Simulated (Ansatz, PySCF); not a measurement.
Reaction R1 → P1, each structure at its B3LYP-D3(BJ)/def2-TZVP stationary point, reached from a drawn start; harmonic modes at that level show minima.
R1, C4H5 (SMILES [CH]=CC=C) (charge 0, multiplicity 2, Z-matrix in Å and degrees):
```
C
C 1 1.3332
H 2 1.0814 1 121.52
H 2 1.0838 3 117.02 1 180.00
H 1 1.0845 2 120.04 3 0.00
C 1 1.4572 5 116.26 2 -180.00
C 6 1.3126 1 125.61 5 0.03
H 7 1.0776 6 137.98 1 180.00
H 6 1.0953 7 118.50 8 0.00
```
P1, C4H5 (SMILES [CH2]C#CC) (charge 0, multiplicity 2):
```xyz
9

C      1.72950     0.10611     0.47391
C      0.33564     0.01972     0.08206
C     -0.84253    -0.05210    -0.23612
C     -2.15756    -0.13245    -0.59339
H      2.27541    -0.79889     0.19626
H      1.82616     0.23014     1.55706
H      2.22208     0.95814    -0.00077
H     -2.71572     0.75301    -0.86715
H     -2.67286    -1.08358    -0.61177
```

P less R. No zero-point or thermal terms; open shells are unrestricted. One arrangement of each flexible species, with no search for the lowest.

Correlated levels freeze the cores.

The values were computed with Ansatz (a quantum-chemistry and plane-wave program); PySCF for the D3/D4 terms. Each number belongs to the level named beside it.

Total energies in hartree:

```
structure  PBE/def2-TZVPP  B3LYP-D3(BJ)/def2-TZVPP  CCSD(T)/cc-pVTZ
---------  --------------  -----------------------  ---------------
R1            -155.148255              -155.381279      -155.006034
P1            -155.171507              -155.402892      -155.025686
```

Question: Work out the reaction energy at each level in meV (1 hartree = 27211.38625 meV), and say how far PBE/def2-TZVPP lies from CCSD(T)/cc-pVTZ.

Answer: 
- PBE/def2-TZVPP: (-155.171507) − (-155.148255) = -0.023252 hartree = -632.7 meV
- B3LYP-D3(BJ)/def2-TZVPP: (-155.402892) − (-155.381279) = -0.021613 hartree = -588.1 meV
- CCSD(T)/cc-pVTZ: (-155.025686) − (-155.006034) = -0.019652 hartree = -534.8 meV
PBE/def2-TZVPP less CCSD(T)/cc-pVTZ: -97.9 meV. CCSD(T)/cc-pVTZ is the level counted from, the highest shown, and no exact or measured value.

Doubts at one or more of the structures used: a spin-contaminated determinant (CCSD(T)/cc-pVTZ).
